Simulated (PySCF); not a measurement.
Computed with PBE-D3(BJ)/def2-TZVP // B3LYP-D3(BJ)/def2-SVP (PySCF). Isolated molecules, 0 K electronic values unless said otherwise. One relaxed conformer stands for a flexible species; it need not be the lowest. Excitations are Tamm–Dancoff values on a coarser integration grid. The basis has no diffuse functions, so Rydberg states are missing or too high.

Reference species (SMILES): `CO[Si](OC)(OC)OC` (neutral, multiplicity 1).

```json
{
 "S1–T1 gap (TDA)": "0.15 eV",
 "HOMO": "-6.46 eV",
 "T1 excitation (TDA)": "6.52 eV",
 "HOMO–LUMO gap": "6.61 eV"
}
```

Changed species: `CO[Si](OC)(CC)CC` (2 of 4 OCH3 replaced by C2H5; the reference has 0 of 4 OCH3 replaced by C2H5).

What does the change do to the S1–T1 gap (TDA), HOMO, T1 excitation (TDA) and HOMO–LUMO gap?

the S1–T1 gap (TDA) decreases by 0.05 eV, to 0.10 eV; the HOMO increases by 0.49 eV, to -5.97 eV; the T1 excitation (TDA) falls by 0.50 eV, to 6.02 eV; the HOMO–LUMO gap drops by 0.53 eV, to 6.08 eV.
